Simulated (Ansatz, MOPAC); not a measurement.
Molecule: AlI, net charge 0, singlet state. SMILES: [I][Al]

Atoms: Al1, I2. Bonds: Al1-I2.

Bond lengths (Å) and angles (degrees) optimised at AM1 with MOPAC; HF/3-21G with Ansatz (a program for electronic structure); B3LYP/6-31G* with LANL2DZ past Ar with Ansatz; MP2/6-31G* with LANL2DZ past Ar with Ansatz, each started from the B3LYP-D3(BJ)/def2-TZVP structure (Ansatz) of the last column. A row stands for all coordinates that are equal there. 6-31G* holds six Cartesian d functions.

```tsv
coordinate	AM1	HF/3-21G	B3LYP/6-31G* with LANL2DZ past Ar	MP2/6-31G* with LANL2DZ past Ar	B3LYP-D3(BJ)/def2-TZVP
Al1-I2	2.422	2.711	2.596	2.542	2.575
```

Mean signed difference of all 1 bond lengths from B3LYP-D3(BJ)/def2-TZVP: AM1 -0.153 Å, HF/3-21G 0.136 Å, B3LYP/6-31G* with LANL2DZ past Ar 0.021 Å, MP2/6-31G* with LANL2DZ past Ar -0.033 Å.
